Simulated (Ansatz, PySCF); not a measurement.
Stretching the O4–H5 bond in GaH3O (SMILES [OH][GaH2]) (multiplicity 1 held, fragments rigid). Energies count from the point at 0.962 Å.
Geometry at that point (charge 0, multiplicity 1):
```xyz
5

Ga    -0.225    -0.284     0.026
H      0.060    -1.297     1.172
H     -1.359    -0.309    -1.053
O      0.938     1.087    -0.024
H      0.776     1.723    -0.728
```

Restricted levels (R-, RO-) in cc, def2 and unpolarised 6-31G sets keep to the state of the molecule at rest. Unrestricted levels (U-) break spin symmetry where that is lower. Curves can end on different states.

Rows in LANL2DZ carry no dispersion term and start afresh at each structure. LANL2DZ brings its own core potentials from Na on.

Run with Ansatz (Gaussian basis) for Hartree–Fock, density functionals and correlated methods; PySCF for LANL2DZ rows. Values without a source in brackets are computed.

**Question.** One of these levels gives 906.1 kJ/mol for the energy at R = 3.079 Å. Which?
A) R-PBE/cc-pVTZ
B) R-HF/cc-pVTZ
C) R-B3LYP/cc-pVTZ
D) U-HF/LANL2DZ

**Answer.** B, R-HF/cc-pVTZ. The others give 335.1 (U-HF/LANL2DZ), 612.0 (R-PBE/cc-pVTZ), 677.6 (R-B3LYP/cc-pVTZ)

Doubts at one or more of the structures used: a spin-contaminated determinant (U-HF/LANL2DZ); a restricted determinant that unrestricted orbitals would lower (R-HF/cc-pVTZ, R-PBE/cc-pVTZ, R-B3LYP/cc-pVTZ).

Ansatz is an electronic-structure program.
